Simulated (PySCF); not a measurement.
**How methods differ on the excitation energy of Zn**

Zn [Ar] 3d10 4s2 (1S) → Zn [Ar] 3d9 4s2 4p1 (high-spin determinant), as a difference of total energies. Computed with PySCF 2.14 in def2-TZVPPD (6s6p4d2f1g, 67 functions), with the non-relativistic Hamiltonian (point nucleus). Correlated levels: valence and next inner shell: [Ne] frozen. The calculations carry no spin-orbit coupling.

| method | excitation energy (eV) |
| --- | --- |
| UHF | 9.441 |
| MP2 (valence and next inner shell) | 12.541 |
| SCS-MP2 (valence and next inner shell) | 12.141 |
| CCSD (valence and next inner shell) | 11.452 |
| CCSD(T) (valence and next inner shell) | 11.546 |

Problem. How much does correlation contribute at CCSD(T) (valence and next inner shell)?

Solution. 11.546 − (9.441) = 2.105 eV, measured against UHF.

A first-order spin-orbit estimate (lowest level to lowest level, LS coupling) adds -0.110 eV.

The upper state lies above the first ionisation limit, where it may autoionise and the basis confines it.

The determinant of the upper state mixes LS terms, which raises its energy above the lowest term, most at the Hartree-Fock and MP2 levels.
